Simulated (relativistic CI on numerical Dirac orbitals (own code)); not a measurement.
# Nb²⁺: sensitivity of the levels to the model

Base calculation: Dirac-Coulomb-Breit CI, orbitals from a KLI potential per configuration, a model potential for QED, valence Slater integrals scaled by 0.85, P86 correlation energy added to each configuration.

CI space (outside the closed core [Kr]): 4d3, 4d2 5s, 4d2 5p, 4d 5s2, 4d2 4f, 4d 5s 5p, 4d2 5d, 4d2 6s, 4d2 6p, 4d 4f2, 4d2 7s, 4d2 6d, 4d2 7p, 4d 5p2, 4d2 5f, 4d2 5g, 4d2 7d, 4d 5s 6s, 4d2 6f, 4d 4f 5s, 4d 5p 6s. Levels of other configurations are missing.

Variants: (1) valence Slater integrals scaled by 0.75; (2) Slater integrals left unscaled; (3) only the first 3 configurations; (4) one mean potential for all configurations. Shifts of the energy above 4d3 4F_3/2, in cm⁻¹, for the lowest level and the first level of each name with at least 55 % of one term (blank where a level changes its place among those of its configuration and J or its character, or is not in the variant):

```
        Level     Base     Δ(1)     Δ(2)    Δ(3)    Δ(4)  Measured
   4d3 4F_3/2      0.0      0.0      0.0     0.0     0.0       0.0
   4d3 4F_5/2    445.8     +2.8     -2.3    +2.7   -15.6     515.8
   4d3 4F_7/2   1027.9     +0.9     +0.9    +7.5   -34.6    1176.6
   4d3 4F_9/2   1715.1     -8.8    +13.3   +14.0   -55.2    1939.0
   4d3 4P_3/2   9347.6  -1028.9  +1528.8   +62.3   +35.4    8607.5
   4d3 4P_1/2   9349.7  -1015.1  +1514.0   +55.7   +23.6    8664.3
   4d3 2G_7/2   9913.0  -1041.4  +1557.1   -82.3   -75.9    9236.1
   4d3 4P_5/2  10161.8  -1019.8  +1522.8   +65.3    -6.9    9593.7
   4d3 2G_9/2  10438.3  -1068.8  +1588.8   -90.1   -91.8    9804.5
   4d3 2P_1/2  11377.0  -1048.3  +1532.1   +44.1   +51.7          
   4d3 2P_3/2  11631.6  -1106.2  +1601.1  +100.6   +40.5          
   4d3 2H_9/2  13577.5  -1439.8  +2178.6  -160.7  -160.3   12916.4
   4d3 2D_3/2  13715.8  -1273.5  +1890.2  +312.8   +17.5          
  4d3 2H_11/2  13923.2  -1476.4  +2220.8  -170.7  -168.1   13263.8
   4d3 2D_5/2  13965.2  -1346.5  +1974.9  +322.3   +12.9   13094.0
   4d3 2F_7/2  21188.4  -2185.0  +3161.5   +13.8   -23.3   19861.0
   4d3 2F_5/2  21302.7  -2159.0  +3103.0   +18.2   -18.8   19975.0
4d2 5s 4F_3/2  28053.4   -378.0   +575.5  -314.4  +232.1   25220.2
4d2 5s 4F_5/2  28523.9   -378.7   +577.9  -313.1  +239.3          
4d2 5s 4F_7/2  29188.0   -373.7   +571.8  -315.3  +249.3          
4d2 5s 4F_9/2  30023.3   -370.7   +565.9  -318.9  +260.9   27373.5
4d2 5s 2F_5/2  37047.6  -1493.3  +2344.3  +892.6  +529.1   33658.0
```

For a near-neutral ion this model can misplace configurations by up to about 10,000 cm⁻¹ (more where the count of f electrons changes) and terms by 10 to 25 % of their spread. Rates follow the energies as ν³ (E1, M1) or ν⁵ (E2), so they and the lifetimes can be off by large factors. The fine structure of a lone outer electron comes out too small, for d and f at times inverted, and misplaced configurations move strength between like terms. 22 of the 24 excited levels that our extract of the measured tables holds in this range could be paired (the sources list more); they are missed by 1716 cm⁻¹ on average and 3511 at most, and levels without a partner can miss by more. Some levels of the ground configuration have no partner and can miss by 10 % or more.

Measured levels: measured levels as listed in Shadmi, J. Res. Natl. Bur. Stand. 70A, 435 (1966).

Ionisation energy from the two ground configurations alone: base 25.19 eV; valence Slater integrals scaled by 0.75 25.11 eV; Slater integrals left unscaled 25.31 eV. The NIST ASD value (semi-empirical) is 25.04 eV.
